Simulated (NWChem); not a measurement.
C2H6N, doublet; SMILES [NH]CC

```xyz
9

C      0.2441    -1.1990     0.0000
C     -0.4860     0.1306     0.0000
N      0.4073     1.2459     0.0000
H     -0.4604    -2.0443     0.0000
H      0.8885    -1.2846     0.8876
H      0.8885    -1.2846    -0.8876
H     -1.1723     0.1929    -0.8740
H     -1.1723     0.1929     0.8740
H     -0.1790     2.0928     0.0000
```
Atoms are numbered in this order, from 1.

Level: PBE0/def2-SVP, spin-unrestricted (NWChem), optimised geometry, unscaled harmonic frequencies. In the optimisation the excess spin sits in a" (Cs, its own frame).

```json
[
 {"frequency (cm⁻¹)": "224", "IR intensity (km/mol)": "14.6"},
 {"frequency (cm⁻¹)": "332", "IR intensity (km/mol)": "52.2"},
 {"frequency (cm⁻¹)": "421", "IR intensity (km/mol)": "12.6"},
 {"frequency (cm⁻¹)": "726", "IR intensity (km/mol)": "4.4"},
 {"frequency (cm⁻¹)": "922", "IR intensity (km/mol)": "0.4"},
 {"frequency (cm⁻¹)": "1013", "IR intensity (km/mol)": "2.6"},
 {"frequency (cm⁻¹)": "1033", "IR intensity (km/mol)": "19.4"},
 {"frequency (cm⁻¹)": "1119", "IR intensity (km/mol)": "4.5"},
 {"frequency (cm⁻¹)": "1244", "IR intensity (km/mol)": "37.4"},
 {"frequency (cm⁻¹)": "1255", "IR intensity (km/mol)": "0.0"},
 {"frequency (cm⁻¹)": "1373", "IR intensity (km/mol)": "2.3"},
 {"frequency (cm⁻¹)": "1392", "IR intensity (km/mol)": "11.0"},
 {"frequency (cm⁻¹)": "1437", "IR intensity (km/mol)": "7.6"},
 {"frequency (cm⁻¹)": "1459", "IR intensity (km/mol)": "7.6"},
 {"frequency (cm⁻¹)": "1473", "IR intensity (km/mol)": "5.4"},
 {"frequency (cm⁻¹)": "2952", "IR intensity (km/mol)": "27.3"},
 {"frequency (cm⁻¹)": "2983", "IR intensity (km/mol)": "25.7"},
 {"frequency (cm⁻¹)": "3064", "IR intensity (km/mol)": "14.4"},
 {"frequency (cm⁻¹)": "3163", "IR intensity (km/mol)": "15.1"},
 {"frequency (cm⁻¹)": "3164", "IR intensity (km/mol)": "14.6"},
 {"frequency (cm⁻¹)": "3439", "IR intensity (km/mol)": "5.7"}
]
```

- zero-point energy = 48.9 kcal/mol
- thermal correction to the enthalpy at 298.15 K (with zero-point energy) = 52.2 kcal/mol
- heat capacity Cv = 13.9 cal/(mol K)
- entropy at 298.15 K and 1 atm (symmetry number 1, electronic part: spin degeneracy alone) = 65.7 cal/(mol K)
- dipole moment = 1.84 D

Rigid rotor and harmonic oscillator.
